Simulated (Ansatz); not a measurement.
A nudged elastic band was laid between two geometries of a periodic cell of 19 atoms, C$_{18}$Se (surface graphene monolayer, adsorbate Se).

Theory: DFT PBEsol, scalar-relativistic, plane waves, PAW (Ansatz 0.2.0). Settings: cutoff 420 eV, k mesh 2x2x1, gaussian smearing 0.02 eV, no spin polarisation.

```
movable images  : 3
climbing image  : yes
spring          : 5.0 eV/Å²
optimiser       : quadratic models (default)
start path      : default
force threshold : 0.2 eV/Å
iteration limit : 50
end points      : relaxed
```

First end point:

```xyz
19
Lattice="7.3980 0.0000 0.0000 -3.6990 6.4069 0.0000 0.0000 0.0000 11.0000" Properties=species:S:1:pos:R:3
C -0.018 -0.033 0.930
C 1.234 0.689 0.931
C -1.260 2.092 1.237
C 0.014 2.827 1.237
C -2.480 4.231 0.932
C -1.228 4.953 0.932
C 2.469 -0.026 0.905
C 3.693 0.680 0.947
C 1.246 2.084 1.007
C 2.466 2.812 0.951
C -0.014 4.266 1.008
C 1.226 4.959 0.951
C 4.926 -0.039 0.950
C 6.166 0.654 1.007
C 3.687 2.109 0.951
C 4.907 2.836 1.008
C 2.460 4.240 0.947
C 3.684 4.946 0.905
Se -0.621 2.459 3.203
```

Last end point:

```xyz
19
Lattice="7.3980 0.0000 0.0000 -3.6990 6.4069 0.0000 0.0000 0.0000 11.0000" Properties=species:S:1:pos:R:3
C 0.000 0.041 0.949
C 1.233 0.763 0.935
C -1.233 2.183 1.175
C 0.019 2.911 1.035
C -2.468 4.323 0.950
C -1.233 5.031 0.926
C 2.466 0.050 0.913
C 3.699 0.763 0.935
C 1.240 2.183 0.965
C 2.466 2.898 0.954
C 0.002 4.323 0.950
C 1.236 5.032 0.940
C 4.932 0.041 0.949
C 6.165 0.735 1.023
C 3.692 2.183 0.965
C 4.913 2.911 1.035
C 2.466 4.320 0.959
C 3.696 5.032 0.940
Se -1.233 2.211 3.262
```

Q: Which bonds break or form, and what moves?

A: Contacts lost: C4–Se19. The atom that moves furthest is Se19, by 0.66 Å.

Q: Give the energies along the band, and the barrier.

A: The run converged. The highest image is number 4 of 0 to 4, 0.233 eV above the first end and 0.000 eV above the last; the last end lies 0.233 eV above the first. The highest image is an end point: on this band no image between the ends rises above it. Limits of this set-up: slab without dipole correction.

```csv
image,path coordinate (Å),energy (eV),C4–Se19 (Å)
0,0.00,0.000,2.10
1,0.21,0.051,2.22
2,0.43,0.159,2.38
3,0.64,0.227,2.58
4,0.74,0.233,2.65
```

Time of the run: 79 s on 1 thread of Arm Neoverse V1, with other jobs on the host, peak memory 0.84 GiB.
